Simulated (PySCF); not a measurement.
Run record: geometry optimisation, `CBCCC`.

Method: PBE0-D3(BJ)/def2-SVP geometry optimisation, gas phase (PySCF 2.14.0). Start geometry: GFN2-xTB. A driver script takes a list of jobs; this job's settings line and coordinates (Å) are shown.

Command:
```bash
OMP_NUM_THREADS=1 python probes_run.py task.json out
```

Input:
```
{"job": {"xc": "PBE0", "basis": "def2-SVP", "d3": "d3bj", "grid": 1, "shake": 0.01, "kind": "geom"}, "charge": 0, "multiplicity": 1}
C      2.337040    -0.294740    -0.460170
B      1.479270     0.593890     0.544270
C     -0.107740     0.577250     0.627660
C     -0.823570    -0.358870    -0.296610
C     -2.367160    -0.259900    -0.100610
H      3.192130    -0.702810     0.001680
H      1.770480    -1.065690    -0.953450
H      2.714280     0.391410    -1.253850
H      2.056790     1.334970     1.284530
H     -0.374430     0.354030     1.681060
H     -0.458210     1.598020     0.479560
H     -0.611580    -0.119680    -1.324210
H     -0.573520    -1.381410    -0.119020
H     -2.911320    -0.919630    -0.757730
H     -2.637340    -0.526380     0.932020
H     -2.704150     0.777180    -0.274400
```

Output:
```
step   0  E = -183.52836380  max force = 0.046460
step   1  E = -183.53474951  max force = 0.006654
step   2  E = -183.53509612  max force = 0.001375
step   3  E = -183.53510049  max force = 0.001338
step   4  E = -183.53514560  max force = 0.000734
step   5  E = -183.53516133  max force = 0.000416
step   6  E = -183.53518400  max force = 0.000352
step   7  E = -183.53520741  max force = 0.000581
step   8  E = -183.53521819  max force = 0.000370
optimisation converged
```

Energies in Eh; «max force» is the largest Cartesian gradient component in Eh/bohr.

Task: Give the first gradient maximum in eV/Å.

Result: With 1 Eh/bohr = 51.422 eV/Å, 2.389 eV/Å.

Task: How much energy does the optimisation release, in kcal/mol?

Result: E(step 0) − E(last step) = 0.006854 Eh, which is 4.3 kcal/mol.

Main results: final energy -183.53522 Eh after 8 steps; dipole 0.44 D.

Task: How long does this job take on one thread, Arm Neoverse V1 (aarch64), shared host? And the peak memory of the process?

Result: About 50 s, with 0.49 GiB resident at the peak, the Python interpreter and its libraries included.
Labels such as C1 count atoms from 1, the log's own numbers from 0.
